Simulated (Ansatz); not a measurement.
As4, triplet, at the geometry of the source list (a higher spin typed on purpose: for a closed-shell molecule this is an excited state); HF/3-21G (Ansatz, a quantum-chemistry and plane-wave program).

The Ansatz input:
Ansatz 0.2 input:
```yaml
crystal:
  periodic: [false, false, false]
  atoms:
    - {symbol: As, position_ang: [-0.98290000, 0.09040000, -1.07740000]}
    - {symbol: As, position_ang: [0.66590000, 1.29050000, 0.16130000]}
    - {symbol: As, position_ang: [0.99120000, -1.02180000, -0.32940000]}
    - {symbol: As, position_ang: [-0.67420000, -0.35910000, 1.24560000]}
basis:
  gaussian:
    orbitals: 3-21G.json
hamiltonian:
  xc: hf
magnetization: {spin_polarized: true, initial_magnetization: 2}
```
The basis file holds 3-21G in the JSON format of the Basis Set Exchange.

The log (banner, timings and long lists left out):

```
Functional definition: HF
780 factors; integrals over basis functions are off by at most 8.4e-4 eV
mean field evaluation 1: about -242005.4980 eV, gradient 1.1e1 eV
mean field evaluation 2: about -242005.5149 eV, gradient 1.1e1 eV
mean field evaluation 4: about -242006.6890 eV, gradient 1.2e0 eV
mean field evaluation 8: about -242006.8349 eV, gradient 6.9e-1 eV
mean field evaluation 16: about -242007.6082 eV, gradient 1.3e-2 eV
mean field evaluation 32: about -242007.5151 eV, gradient 5.7e-1 eV
mean field evaluation 64: about -242005.3974 eV, gradient 5.0e0 eV
mean field evaluation 96: about -242006.6807 eV, gradient 7.4e-1 eV
mean field evaluation 128: about -242006.3900 eV, gradient 9.8e-1 eV
mean field evaluation 160: about -242007.6085 eV, gradient 1.1e-5 eV
mean field evaluation 192: about -242006.9483 eV, gradient 7.1e-1 eV
mean field evaluation 224: about -242006.3310 eV, gradient 3.7e-1 eV
mean field evaluation 256: about -242006.1795 eV, gradient 6.0e-1 eV
mean field evaluation 288: about -242006.0502 eV, gradient 8.1e-1 eV
mean field evaluation 320: about -242005.8028 eV, gradient 3.7e0 eV
mean field evaluation 352: about -242005.5647 eV, gradient 1.3e0 eV
mean field evaluation 384: about -242007.5191 eV, gradient 5.5e-1 eV
mean field evaluation 416: about -242007.3677 eV, gradient 4.3e-1 eV
mean field evaluation 448: about -242006.7811 eV, gradient 5.6e-1 eV
mean field evaluation 480: about -242006.2513 eV, gradient 2.2e-1 eV
mean field evaluation 512: about -242006.9053 eV, gradient 5.2e-1 eV
mean field -242007.60850571 eV, -8893.6155739363 hartree, gradient 2.3e-5 eV, S^2 2.099671; 5 other end points of the search recorded, 0 dependent functions left out
reference -242007.60850571 eV, -8893.6155739363 hartree; 67, 65 occupied and 25, 27 virtual orbitals, 780 factors
Total energy: -242007.60850571 eV, -8893.6155739363 hartree
```
